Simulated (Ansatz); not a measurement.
`OC(F)(Cl)[TeH]` + H₂ → `OC(F)[TeH]` + HCl at 700 K and 1 bar (hydrogenolysis of a C–Cl bond).

Gas-phase electronic energies from Ansatz, PBE0-D4/def2-TZVP geometries. CCSD(T)/CBS adds triple-zeta CCSD(T) − MP2 to the extrapolated MP2 energy (def2 sets, frozen cores). This one scheme is used for every species. def2 core potentials past Kr. For Te outer-core shells are correlated without core-valence functions, which leaves a few kJ/mol of doubt a bond. One conformer a species, not always the lowest.

```tsv
species	CCSD(T)/CBS energy (Eh)	H − E (kJ/mol)	S (J/(mol·K))
`OC(F)(Cl)[TeH]`	-941.69612	146.9	448.1
H₂	-1.17544	46.8	155.3
`OC(F)[TeH]`	-482.52376	165.0	404.7
HCl	-460.38127	38.4	211.8
```

H − E and S are ideal-gas, rigid-rotor, harmonic terms from PBE0-D4/def2-TZVP, for one conformer and one mirror image of each species. For small species the MP2-based limit differs from directly extrapolated CCSD(T) by up to some mEh (0.8 for H₂); such offsets cancel only in part. 1 Eh = 2625.50 kJ/mol, R = 8.31446 J/(mol·K).

Problem. By hand: ΔE, ΔH, ΔS and ΔG.

Solution. ΔE = (-482.52376) + (-460.38127) − (-941.69612) − (-1.17544) = -0.03347 Eh = -87.9 kJ/mol. Δ(H − E) = 165.0 + 38.4 − 146.9 − 46.8 = 9.7, so ΔH = -78.2 kJ/mol. ΔS = 404.7 + 211.8 − 448.1 − 155.3 = 13.1 J/(mol·K). ΔG = -78.2 − 700 × (13.1)/1000 = -87.4 kJ/mol.

Problem. By hand: the equilibrium constant, and the temperature at which ΔG would vanish if ΔH and ΔS stayed fixed.

Solution. log₁₀ K = −ΔG/(RT ln 10) = 6.5. ΔH and −TΔS have one sign here, so there is no such temperature.

The number of gas molecules stays the same, so ΔS is small and ΔH decides. A doubt of 5 kJ/mol in ΔE shifts log₁₀ K by 0.4 here. Other conformers and mirror images would add mixing entropy, several J/(mol·K) or more a flexible species. These are equilibria of isolated gas molecules and say nothing of rates. Largest T1 diagnostic: 0.012 (customary marks: 0.02 for closed shells, 0.045 for open ones).
